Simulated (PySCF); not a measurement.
Compound: C₆H₆FN.
SMILES with atom numbers: `[NH2:1][c:2]1[cH:3][cH:4][c:5]([F:6])[cH:7][cH:8]1` (hydrogens: H9, H10 on N1; H11 on C3; H12 on C4; H13 on C7; H14 on C8)

Cartesian coordinates in Å at the PBE0-D3(BJ)/def2-SVP level; atoms count from 1:
```xyz
14
C6H6FN angstrom
N      2.430   -0.053    0.109
C      1.055    0.087    0.038
C      0.445    1.341    0.217
C     -0.939    1.476    0.195
C     -1.734    0.356   -0.008
F     -3.066    0.485   -0.033
C     -1.161   -0.896   -0.187
C      0.224   -1.027   -0.163
H      2.971    0.781   -0.073
H      2.816   -0.874   -0.339
H      1.069    2.224    0.381
H     -1.412    2.451    0.333
H     -1.807   -1.762   -0.345
H      0.672   -2.015   -0.301
```

Computed at PBE0/pcSseg-1 (PySCF, non-relativistic), with Q(14N) = 0.02044 b: N1, 14N (I = 1): χzz = -5.479 MHz, η = 0.101.

Problem. Find the zero-field quadrupole resonance frequencies of 14N at N1.

Solution. From ν± = (3/4)|χ|(1 ± η/3) and ν0 = |χ|η/2: ν+ 4.248 MHz, ν− 3.971 MHz, ν0 0.277 MHz (aniline-type nitrogen).

In a crystal, neighbours and librations shift these lines. Isolated species at its PBE0-D3(BJ)/def2-SVP geometry, gas phase. With a basis this small, the couplings can be 20 % off.
